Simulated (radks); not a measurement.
Problem. Coherent X-ray form factor from a spherical all-electron density. Calculated with a radial shooting solver on a logarithmic mesh with Libxc functionals: scalar-relativistic Kohn-Sham, PBEsol, spin-polarised, spherical densities, finite nucleus; Fermi nuclear charge, rms radius of each element as measured or else 0.836 A^(1/3) + 0.57 fm.

| sin(theta)/lambda (1/angstrom) | f0 (electrons) |
|---|---|
| 0.05 | 77.319 |
| 0.1 | 75.379 |
| 0.15 | 72.452 |
| 0.2 | 68.894 |
| 0.25 | 65.050 |
| 0.3 | 61.198 |
| 0.4 | 54.110 |
| 0.5 | 48.194 |
| 0.6 | 43.337 |
| 0.8 | 35.695 |
| 1 | 29.656 |
| 1.25 | 23.760 |
| 1.5 | 19.607 |
| 2 | 15.057 |

The species is in the configuration that NIST lists as its ground one. Which atom or ion scatters so?

Solution. The thallium ion Tl3+, [Xe] 4f14 5d10. Extrapolating in s^2 from the first two rows gives f0(0) = 78.0, near the electron count 78; among species with that count, the fall with angle is slower the higher Z, and the table is that of Z = 81; from so few rows the species is fixed only to a neighbour or two.
